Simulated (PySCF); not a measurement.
Computed shifts of a molecule CH9NSi2, PBE/pcSseg-1 (PySCF), GIAO, gas phase, equivalent atoms averaged, in ppm (number of nuclei): ²⁹Si: -27.4 (1), -59.0 (1). ¹³C: -5.2 (1). ¹⁵N: 1.3 (1). ¹H: 5.40 (2), 5.12 (3), 0.80 (3), -0.40 (1). References: ²⁹Si against TMS (σ = 335.4 ppm); ¹³C against TMS (σ = 182.0 ppm); ¹⁵N against NH3 (σ = 267.0 ppm); ¹H against TMS (σ = 31.49 ppm), references at their B3LYP-D3(BJ)/def2-TZVP geometries, non-relativistic. The structure is a stationary point at PBE0-D3(BJ)/def2-SVP. Other conformers were not sampled.

Task: Identify the compound among the candidates.
A) NC([SiH3])[SiH3]
B) [SiH3]CN[SiH3]
C) CN[SiH2][SiH3]
D) C[SiH2]N[SiH3]

Result: D, C[SiH2]N[SiH3]
